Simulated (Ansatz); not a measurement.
Total energies of `[F][Ge@H]1[O][Ge@H]1[Cl]`.

```xyz
7

F    -0.905   -1.682   -1.514
Ge    0.363   -1.007   -0.550
O     0.514    0.778   -0.833
Ge   -0.145    0.750    0.868
Cl   -2.141    1.499    0.985
H     1.609   -1.847   -0.847
H     0.706    1.509    1.891
```

The species carries charge 0 and has multiplicity 1. Correlated methods include outer-core shells of Ge, which these sets cover unevenly. Scalar relativity is left out up to krypton. The structure was optimised at the PBE0-D4/def2-TZVP level. Basis def2-TZVPP, Ansatz 0.2.0.

RPA on PBE orbitals: Hartree–Fock energy of these orbitals -4785.76007 Eh, correlation -1.79105 Eh (frozen core).

```json
{"functional": "LDA (SPW92)", "energy without D4 (Eh)": "-4781.68926", "D4 term (kJ/mol)": "–"}
{"functional": "PBE", "energy without D4 (Eh)": "-4789.66756", "D4 term (kJ/mol)": "-19.1"}
{"functional": "revPBE", "energy without D4 (Eh)": "-4790.18823", "D4 term (kJ/mol)": "-47.2"}
{"functional": "BLYP", "energy without D4 (Eh)": "-4790.74644", "D4 term (kJ/mol)": "-40.5"}
{"functional": "r2SCAN", "energy without D4 (Eh)": "-4790.53326", "D4 term (kJ/mol)": "-4.3"}
{"functional": "B97M-V", "energy without D4 (Eh)": "-4789.70178", "D4 term (kJ/mol)": "–"}
{"functional": "PBE0", "energy without D4 (Eh)": "-4789.80217", "D4 term (kJ/mol)": "-16.3"}
{"functional": "B3LYP", "energy without D4 (Eh)": "-4790.75374", "D4 term (kJ/mol)": "-31.3"}
{"functional": "r2SCANh", "energy without D4 (Eh)": "-4790.50266", "D4 term (kJ/mol)": "-4.8"}
{"functional": "r2SCAN0", "energy without D4 (Eh)": "-4790.45930", "D4 term (kJ/mol)": "-5.3"}
{"functional": "HSE06 (plane-wave form)", "energy without D4 (Eh)": "-4789.78895", "D4 term (kJ/mol)": "-15.5"}
{"functional": "BHLYP", "energy without D4 (Eh)": "-4790.53142", "D4 term (kJ/mol)": "-28.0"}
{"functional": "CAM-B3LYP", "energy without D4 (Eh)": "-4790.85863", "D4 term (kJ/mol)": "-17.0"}
{"functional": "LC-ωPBE", "energy without D4 (Eh)": "-4789.87377", "D4 term (kJ/mol)": "–"}
{"functional": "ωB97X-V", "energy without D4 (Eh)": "-4790.14123", "D4 term (kJ/mol)": "–"}
{"functional": "ωB97M-V", "energy without D4 (Eh)": "-4790.35430", "D4 term (kJ/mol)": "–"}
{"functional": "B2PLYP", "energy without D4 (Eh)": "-4789.68996", "D4 term (kJ/mol)": "–"}
{"functional": "PBE-QIDH", "energy without D4 (Eh)": "-4789.04359", "D4 term (kJ/mol)": "–"}
```

B3LYP takes the VWN-RPA correlation (the form of Gaussian; ORCA's B3LYP/G). HSE06 is the plane-wave form, built on full-range PBE exchange. The double hybrids freeze the cores in their second-order part.

LC-ωPBE has ω = 0.4 bohr⁻¹.
